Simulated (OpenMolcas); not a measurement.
Ag⁵⁺: from CASSCF to CASPT2

```yaml
Program: OpenMolcas 26.06
Basis: ANO-RCC-VTZP [7s6p4d2f1g]
Scalar_Hamiltonian: DKH2, point nucleus
Active_space: 6 electrons in 5 orbitals (4d)
State_averaging: 2S+1 = 5 even, 5 roots; 2S+1 = 3 even, 45 roots kept (CI in the orbitals of an earlier block); 2S+1 = 1 even, 50 roots kept (CI in the orbitals of an earlier block)
Spin-orbit_coupling: RASSI with atomic mean-field integrals over the reference wave functions, term energies averaged over their components
```

Methods on the same reference wave functions:
A. CASSCF
B. SS-CASPT2, IPEA 0.25 Eh, imaginary shift 0.1 Eh (closed shells correlated: 4s 4p)
C. MS-CASPT2, IPEA 0.25 Eh, imaginary shift 0.1 Eh (closed shells correlated: 4s 4p)

Energies in cm-1 above 4d6 5D4, the measured ground level; measured values from the list in Gamrath, thesis, University of Mons (2023).

```csv
Level,A,B,C,Measured
4d6 5D4,0.0,0.0,0.0,0.0
4d6 5D3,2533,2570,2570,2692
4d6 5D2,3891,3840,3840,3953
4d6 5D1,4830,4780,4790,4941
4d6 5D0,5268,5210,5220,5380
4d6 3H6,24366,22860,22860,21512
4d6 3H5 [73 %],24948,23150,23150,21812
4d6 3P2(1),25486,21880,21870,21042
4d6 3F3(1),28503,25590,25600,24441
4d6 3F2(1),29610,26540,26500,25306
4d6 3G5 [73 %],31696,29160,29160,27958
4d6 3P1(1),32540,28930,28830,28232
4d6 3P0(1),33345,29660,29640,
4d6 3G4,33732,30880,30880,29660
4d6 3G3,34437,31520,31510,30361
4d6 1I6,38174,36090,36080,34194
4d6 3D2,38924,34090,34110,32650
4d6 3D1,39518,34820,34840,33558
4d6 3D3,39716,34930,34920,33509
4d6 1G4(1),41894,39050,39030,37481
4d6 1S0(1) [68 %],47979,43370,43150,
4d6 1D2(1),49258,43310,43290,41372
4d6 1F3,53808,47010,47000,44724
4d6 3P0(2),60537,52700,52930,
```

Deviations, from unrounded energies. A percentage is the sum of absolute deviations over the sum of measured energies, with the sign that they share, or ± where signs differ.

```
                        Against measurement  Levels      A     B     C
             mean absolute deviation (cm-1)      20   4000  1100  1100
      fine structure of the ground term (%)       4   -2.6  -3.4  -3.3
other terms of the ground configuration (%)      16  +16.2  +4.5  +4.5
```

B, C lie about equally close to measurement and A furthest from it. The largest miss of C in the table is 4d6 1F3, by +2300 cm-1. The ranking rests on the paired levels alone, and a cruder setting can come out closer through cancelling errors.

Between B and C the level of the table that moves most is 4d6 3P0(2), by 220 cm-1 (lowest in B, highest in C). Moves below CASPT2's spread within the term are not significant.

The mean deviations of B to C differ by less than CASPT2's widest spread within a term (1200 cm-1), so their order carries little weight.

From A to B the spin-free energies of the other terms of 4d6 shown, above 5D, scale by factors of 0.86 to 0.94, as is usual when dynamic correlation screens the repulsion within a d or f shell.

The lowest spin-free term lies below A's lowest term by 0.354 hartree in B, 0.354 hartree in C.

CASPT2 does not keep the components of a term degenerate, so their means are used; among the terms shown or strongly mixed into the levels shown the widest spread is 1200 cm-1 (4d6 1I, C). Terms from blocks run as CI alone lack orbitals of their own. Without dynamic correlation excited terms often stand tens of per cent too high (terms of higher spin than the ground term too low), and those without a measured partner can miss by more than the paired ones (holds for A). Some levels mix across a computed gap that differs much from the measured one, so their mixing is not that of the real levels (holds for A). The CASPT2 spread within a term exceeds the gap to the next term for 4d6 3D and 4d6 1I, so the order of their levels is uncertain (holds for C). Measured partners are found by configuration, term and J. A level has none where our copy of the source lacks it or the pairing is in doubt (some pairs that miss far off the trend of their configuration count as doubtful), and it then counts in no deviation. Levels of configurations outside the active space are missing. Levels that lie high or do not pair safely by name in every column are left out.

A share in square brackets marks a mixed level and gives the weight of the term that names it, the lowest over the columns. A number in round brackets counts repeated terms of one configuration in the order of the reference energies.
